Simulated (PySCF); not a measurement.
A GIAO shielding run with PySCF (density fitting, non-relativistic, gas phase) on `CC[Si@@H](O)O[SiH3]`, C2H10O2Si2:

```
$ OMP_NUM_THREADS=1 python probes_run.py task.json out

{"job": {"kind": "nmr", "xc": "PBE0", "basis": "pcSseg-1"}, "charge": 0, "multiplicity": 1}
C     -2.596779     0.154336     0.089277
C     -1.152243     0.264651    -0.386199
Si     0.086040    -0.380130     0.891499
O     -0.224450    -1.963318     1.063083
O      1.617852    -0.212900     0.366947
Si     2.906909     0.599867    -0.170977
H     -3.290195     0.503933    -0.674271
H     -2.749176     0.747181     0.987864
H     -2.834341    -0.879546     0.324325
H     -0.931189     1.306804    -0.623283
H     -1.044164    -0.293779    -1.318199
H      0.024930     0.307707     2.180327
H      0.415964    -2.551906     1.454191
H      3.590815    -0.335871    -1.060411
H      2.464019     1.804511    -0.873484
H      3.708409     0.937403     1.005384
```

Hardware: 1 thread of an Arm Neoverse V1, shared host. The job also computes population analyses, field gradients.

(1) How large is the calculation?

(2) How long does it take, and how much memory does it need?

## Answers

(1) 66 electrons, 166 basis functions and 910 auxiliary functions.

(2) 24 s of wall time, with 13 SCF cycles and 4 response iterations; peak memory 0.75 GiB. Times on a shared host scatter by some tens of per cent.
